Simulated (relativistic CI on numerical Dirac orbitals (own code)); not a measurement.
## How well does a small relativistic CI reproduce Tb⁺?

Calculated at this level of theory: Dirac-Coulomb-Breit CI, separate exchange-only KLI orbitals for each configuration, QED by a radiative potential, valence Slater integrals scaled by 0.85, P86 correlation estimate, and configurations built on the next ion tied to the tabulated ionisation energy (semi-empirical) (own radial code, finite nucleus).

Configuration list (outside the closed core [Xe]): 4f9 6s, 4f9 6p, 4f9 5d, 4f9 6d, 4f9 7s, 4f9 5f, 4f8 6s2, 4f10, 4f9 8s, 4f8 7s2. The list is cut by size and lacks configurations that can hold low levels.

```
Configuration  Term (tabulated)  J  Measured (cm⁻¹)  Computed  Error  Purity (%)
       4f9 6s       (15/2,1/2)°  8              0.0         0      0          94
       4f9 6p        (15/2,1/2)  8          25975.2     28357   2382          61
       4f9 6p      (15/2,3/2) †  8          28014.9     30565   2550          59
       4f9 6p      (15/2,3/2) †  9          28488.8     30703   2214          94
       4f9 6p        (13/2,3/2)  8          31078.5     33615   2536          77
```

Measured levels from NIST Handbook of Basic Atomic Spectroscopic Data (Sansonetti and Martin, J. Phys. Chem. Ref. Data 34, 1559 (2005)); pairs were made by configuration, J and term (by order where the table uses no LS term), so strongly mixed levels may be paired wrongly.

Mean error by configuration (cm⁻¹): 4f9 6p 2459. Over the excited levels the mean absolute error is 2459 cm⁻¹ (4 of the 21 excited levels that our extract of the source holds in range could be paired, and the others can miss by more), and the median relative error of those above 1,000 cm⁻¹ is 8.7 %. Some levels of the ground configuration have no partner. † marks terms whose computed intervals miss the measured ones by more than a factor of 2.5, or configurations far off the rest, from wrong mixing, a near crossing or a doubtful label or measurement; they are left out of the means.
